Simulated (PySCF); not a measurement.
Si(F)(H)(SiH3)2 (FH7Si3), SMILES F[SiH]([SiH3])[SiH3].

The structure is a stationary point at PBE0-D3(BJ)/def2-SVP. This is a generated structure with no PubChem entry under its InChIKey; it may be hypothetical.

Two levels are set side by side: PBE/def2-TZVP (PySCF) and B3LYP/def2-TZVP (PySCF). Same geometry, gas phase. Differences are taken from unrounded values.

| quantity | PBE |
|---|---|
| orbital gap (eV) | 4.94 |
| highest occupied level (eV) | -6.83 |
| lowest empty level (eV) | -1.89 |
| dipole moment (D) | 1.17 |
| mean polarisability (bohr³) | 90.7 |

Q: These are the PBE values. What does B3LYP give? (Estimate from the structure and the level; the computed values follow.)

A: 
```csv
quantity,B3LYP,PBE minus B3LYP
orbital gap (eV),6.56,-1.62
highest occupied level (eV),-7.75,0.92
lowest empty level (eV),-1.19,-0.70
dipole moment (D),1.26,-0.08
mean polarisability (bohr³),87.3,3.5
```

PBE's occupied levels lie high since its potential decays too fast outside the molecule; exact exchange lowers them and widens the gap. Loosely held outer electrons make PBE densities more polarisable. Differences between two approximate levels are no errors against the true value.

Rough cost on one machine, each run with all the roots and properties that it gave: B3LYP against PBE within a factor of 2.
